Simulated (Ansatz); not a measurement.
Basis-set extrapolation for CH₃AlClO (`C[O][Al][Cl]`) radical (PBE0-D4/def2-TZVP geometry, frozen core, the Gaussian-basis code of Ansatz). Multiplicity 2, UHF reference.

```json
{"": "HF", "def2-TZVPP": "-816.056290", "def2-QZVPP": "-816.081978"}
{"": "MP2 correlation", "def2-TZVPP": "-0.649589", "def2-QZVPP": "-0.704590"}
{"": "CCSD(T) correlation", "def2-TZVPP": "-0.708839", "def2-QZVPP": "not run"}
```

Energies in hartree. Use E(X) = E(∞) + A·exp(−7.88·√X) for Hartree–Fock and E(X) = E(∞) + B·X^(−2.97) for correlation, with X = 3 and 4, and add CCSD(T) minus MP2 of the smaller set to the MP2 limit.

Task: What is the CCSD(T) energy at the basis-set limit?

Result: HF limit: -816.081978 + (-0.025688) × 0.13774 = -816.08552. MP2 limit: -0.704590 + (-0.055001) × 0.74074 = -0.74533. Higher-order term: -0.708839 − (-0.649589) = -0.05925. Total: -816.89010 hartree, 78.4 kcal/mol below CCSD(T)/def2-TZVPP.
